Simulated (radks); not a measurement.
Problem. These are the eigenvalues of the occupied orbitals of an atom or ion with whole-number occupations (hartree). All-electron calculation, scalar-relativistic Kohn-Sham, PBEsol, spin-polarised, spherical densities, finite nucleus; Fermi nuclear charge, rms radius of each element as measured or else 0.836 A^(1/3) + 0.57 fm. Program: a radial shooting solver on a logarithmic mesh with Libxc functionals.

1s up: -2731.065
1s down: -2730.773
2s up: -611.5146
2s down: -611.2839
2p up: -557.7816
2p down: -557.4732
3s up: -247.1839
3s down: -246.1780
3p up: -231.2566

Which element is it, and in what charge state? The configuration may be excited. Open shells, if any, are filled with parallel spins first.

Solution. Z = 74, tungsten, charge +60: W60+ in [Ne] 3s2 3p2. The list shows which subshells hold electrons but not how many an open one holds; the 1s level, -2731.1 hartree, gives Z - s = 73.9 by -(Z - s)^2/2, which with screening and relativity narrows Z to a few neighbours, and the depths of the outer levels then fix element, charge and occupations together.
